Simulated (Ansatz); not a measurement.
Reaction (formal exchange of groups at the Al–C bond): `[AlH2][C]1=C[SiH2]C1` + `CBF` → `C[B](F)[AlH2]` + `C1=C[SiH2]C1`

Gas-phase electronic energies from Ansatz, PBE0-D4/def2-TZVP geometries. CCSD(T)/CBS is the MP2 limit (def2-TZVPP, def2-QZVPP) plus CCSD(T) − MP2 in def2-TZVPP, frozen cores. This one scheme is used for every species. Functionals use def2-TZVPP. B3LYP here is the variant with VWN-RPA as its local correlation; programs differ in this.

```json
{"level": "r2SCAN-D4", "ΔE (kJ/mol)": "50.0", "difference from CCSD(T)/CBS": "-2.0"}
{"level": "PBE0-D4", "ΔE (kJ/mol)": "44.4", "difference from CCSD(T)/CBS": "-7.6"}
{"level": "B3LYP-D4", "ΔE (kJ/mol)": "52.1", "difference from CCSD(T)/CBS": "0.1"}
{"level": "ωB97X-V", "ΔE (kJ/mol)": "47.2", "difference from CCSD(T)/CBS": "-4.8"}
{"level": "r2SCAN", "ΔE (kJ/mol)": "49.2", "difference from CCSD(T)/CBS": "-2.8"}
{"level": "SCS-MP2/def2-TZVPP", "ΔE (kJ/mol)": "58.5", "difference from CCSD(T)/CBS": "6.5"}
{"level": "CCSD/def2-TZVPP", "ΔE (kJ/mol)": "50.5", "difference from CCSD(T)/CBS": "-1.5"}
{"level": "CCSD(T)/def2-TZVPP", "ΔE (kJ/mol)": "51.9", "difference from CCSD(T)/CBS": "-0.1"}
{"level": "HF/CBS(def2)", "ΔE (kJ/mol)": "53.0", "difference from CCSD(T)/CBS": "1.0"}
{"level": "MP2/CBS(def2)", "ΔE (kJ/mol)": "61.7", "difference from CCSD(T)/CBS": "9.7"}
{"level": "CCSD(T)/CBS", "ΔE (kJ/mol)": "52.0", "difference from CCSD(T)/CBS": "0"}
```

Largest T1 diagnostic among the species: 0.013.

The D4 term adds +4.5 kJ/mol with B3LYP and +2.5 kJ/mol with PBE0; it sums over pairs of atoms, weighted by their polarisabilities, and B3LYP, whose exchange is more repulsive, gets the larger term.
